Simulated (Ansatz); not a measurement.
The cluster Ge₂Se₃⁻, relaxed as a doublet with UKS r2SCAN-D4/def2-SVPD in Ansatz, starting from the GFN2-xTB geometry. Force threshold 0.02 eV/Å.

The relaxation made no stability test and no search for a lower SCF solution. The structure comes from a short search, and lower isomers may exist.

Start:

```
atom   x (Å)   y (Å)   z (Å)
 Ge1  -0.130   0.381  -1.323
 Ge2   0.129  -0.382   1.327
 Se3  -1.703   1.180   0.515
 Se4  -0.245  -2.045  -0.568
 Se5   1.949   0.866   0.050
```

```tsv
step	energy (eV)	largest force component (eV/Å)	SCF passes
1	-309053.5272	0.837	21
2	-309053.5961	0.460	22
3	-309053.6143	0.034	20
4	-309053.6144	0.010	22
```

Force components are those of the run's own axes.

End:

Cartesian coordinates in Å:
```
Ge -0.129 0.371 -1.285
Ge 0.129 -0.371 1.286
Se -1.668 1.153 0.501
Se -0.241 -1.999 -0.553
Se 1.909 0.846 0.052
```

By distances, no bond broke or formed. The bond that changes most is Ge1–Ge2, from 2.77 to 2.69 Å (atoms count from 1).

No frequencies were taken in this run, so the end may be a saddle point.

It took 40 s on 4 threads of Arm Neoverse V1 on a shared host.
